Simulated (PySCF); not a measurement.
## Bond curve of SeO

Set-up: Se def2-TZVPP, O def2-TZVPP; no relativity (PySCF 2.14). Energies in eV from Se + O in their ground configurations at the same level. All curves are PBE0. state 1: ³Σ⁻ (triplet), unpaired electrons π ↑↑; state 2: Ms = 0 determinant of mixed spin (⟨S²⟩ near 1.0), unpaired electrons π ↑↓, a mixture of terms (⟨Lz²⟩ = 2.0), a second solution, started from another occupation; state 3: singlet, one real π or δ orbital doubly filled, a mixture of terms (⟨Lz²⟩ = 2.0), a second solution, started from another occupation; state 4: ⁵Π (quintet), unpaired electrons σ ↑, π ↑↑↑, a second solution, started from another occupation.

```tsv
R (Å)	state 1	state 2	state 3	state 4
1.407	-2.690	-2.382	-1.422	7.1319
1.472	-3.739	-3.432	-2.474	5.1598
1.538	-4.308	-4.002	-3.048	3.6886
1.587	-4.507	-4.202	-3.249	2.8270
1.636	-4.560	-4.256	-3.305	2.1251
1.685	-4.503	-4.200	-3.251	1.5508
1.750	-4.301	-3.999	-3.052	0.9435
1.832	-3.912	-3.611	-2.666	0.3825
1.931	-3.331	-3.030	-2.088	-0.0700
2.061	-2.477	-2.173	-1.235	-0.4015
```

Problem. Put a parabola through the three lowest points of the state 1 curve and estimate Re, k and ωe (reduced mass 13.33 u; 1 eV/Å² = 0.16022 mdyn/Å; ωe = 1302.8·√(k/μ) cm⁻¹).

Solution. Through R = 1.587, 1.636, 1.685 Å the second-order coefficient is 22.9 eV/Å², so Re ≈ 1.635 Å, k ≈ 7.34 mdyn/Å and ωe ≈ 967 cm⁻¹. A polynomial fit of higher order to the unrounded PBE0 energies gives Re = 1.633 Å, k = 7.44 mdyn/Å, ωe = 973 cm⁻¹; anharmonicity and rounding make the difference.

The higher-order fit for each curve: state 1: Re = 1.633 Å, ωe = 973 cm⁻¹, De = 4.56 eV; state 2: Re = 1.633 Å, ωe = 973 cm⁻¹, minimum 4.26 eV below the ground-state fragments; state 3: Re = 1.634 Å, ωe = 971 cm⁻¹, minimum 3.31 eV below the ground-state fragments. State 4 gave no clean fit.

Spin–orbit coupling is left out. The state is the lowest determinant that a PBE0 search found; another state may lie lower at other levels.
